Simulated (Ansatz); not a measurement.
Stepwise reaction of `[F][Y]([Cl])[Cl]` with water, as a gas-phase model of exchange steps in deposition or etching. ΔE in kJ/mol; ΔG adds harmonic PBE0-D4 terms to CCSD(T)/CBS, at 1 bar.

Computed with Ansatz on PBE0-D4/def2-TZVP structures; ΔE is electronic, products minus reactants. CCSD(T)/CBS adds triple-zeta CCSD(T) − MP2 to the extrapolated MP2 energy (def2 sets, frozen cores). This one scheme is used for every species. DFT in def2-TZVPP. B3LYP here is the variant with VWN-RPA as its local correlation; programs differ in this. Elements past krypton have def2 core potentials. For Y outer-core shells are correlated without core-valence functions, which leaves a few kJ/mol of doubt a bond. Each species was taken in one conformer, which may not be the lowest.

```csv
step,reaction,PBE-D4,B3LYP-D4,ωB97M-V,CCSD(T)/CBS,ΔG(400 K)
1,`[F][Y]([Cl])[Cl]` + H₂O → `[OH][Y]([F])[Cl]` + HCl,46.6,46.4,47.6,51.5,42.1
2,`[OH][Y]([F])[Cl]` + H₂O → `[OH][Y]([OH])[F]` + HCl,58.6,59.0,61.0,63.3,58.5
```

By hand: ΔE of the 2 steps together at CCSD(T)/CBS.

(51.5) + (63.3) = 114.8 kJ/mol, or 57.4 kJ/mol a step.

In ΔE each step is higher than the one before. All are uphill at CCSD(T)/CBS. ΔG lies between 42.1 and 58.5 kJ/mol a step. PBE-D4 differs from CCSD(T)/CBS by -4.9 to -4.7 kJ/mol a step. Isolated molecules leave out the surface, adducts and barriers. Largest T1 diagnostic: 0.014.
